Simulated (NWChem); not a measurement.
BO, doublet; SMILES [B]=O

All runs: NWChem. Pople sets run with spherical d functions. Spin-unrestricted. The geometry was optimised at PBE-D3(BJ)/def2-SVP, spin-unrestricted. No stability test was run on the SCF state. Level PBE0/6-31G*: single points from the atomic guess with DIIS by default; each run changes one setting, and all converged runs end within 0.3 mHa of each other. cgmin counts macro-iterations, each dearer than a DIIS step.

### Question
Which setting needs the most SCF iterations, or fails (defaults; quadratically convergent solver (cgmin); no DIIS, 40 % damping; core-Hamiltonian guess; DIIS on 20 Fock matrices)?

### Answer
no DIIS, 40 % damping, which doesn't converge.
```tsv
setting	SCF iterations
defaults	11
DIIS on 20 Fock matrices	9
quadratically convergent solver (cgmin)	8
core-Hamiltonian guess	13
no DIIS, 40 % damping	not converged in 200
```
